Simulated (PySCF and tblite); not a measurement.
Values are calculated unless marked as measured or tabulated.
Stationary points of C$_{8}$H$_{6}$N (charge +1) at GFN2-xTB, in Å:

Structure A

```
 1 C    -1.674    1.061    1.313
 2 C    -0.339    1.079    0.931
 3 C     0.100    0.097    0.045
 4 C     1.426   -0.040   -0.453
 5 C     2.679   -0.665   -0.423
 6 C     2.368    0.144   -1.473
 7 C    -0.811   -0.861   -0.422
 8 C    -2.119   -0.765    0.039
 9 N    -2.532    0.160    0.873
10 H    -2.068    1.798    1.997
11 H     0.336    1.829    1.309
12 H     3.372   -1.312    0.069
13 H     2.640    0.593   -2.404
14 H    -0.517   -1.638   -1.108
15 H    -2.861   -1.480   -0.293
```

Structure B

```
 1 C    -1.547    0.803    1.532
 2 C    -0.222    0.746    1.127
 3 C     0.077   -0.005   -0.031
 4 C     1.394   -0.104   -0.495
 5 C     2.758    0.200   -0.388
 6 C     2.337   -0.582   -1.415
 7 C    -0.975   -0.653   -0.712
 8 C    -2.256   -0.513   -0.199
 9 N    -2.522    0.192    0.885
10 H    -1.842    1.361    2.410
11 H     0.557    1.255    1.673
12 H     3.555    0.690    0.126
13 H     2.565   -1.149   -2.290
14 H    -0.785   -1.235   -1.600
15 H    -3.106   -0.984   -0.674
```

Geometries: GFN2-xTB; energies: PBE0/pcSseg-1 + D3(BJ), IEF-PCM acetone; zero-point and thermal terms from GFN2-xTB harmonic modes (soft modes blended into free rotors).

**Question.** Which structure is a saddle point, and along which motion?

**Answer.** A: one imaginary mode (134i cm⁻¹ at GFN2-xTB, mostly on C5, C6, H12), along the rotation about the C3–C4 bond (torsion C2–C3–C4–C5 from 0° to 180°, rising).

**Question.** Give their symmetry and energies above the lowest.

**Answer.** A Cs, 7.8 kcal/mol; B C2v, 0.0 kcal/mol.

The ion is treated without a counter-ion.
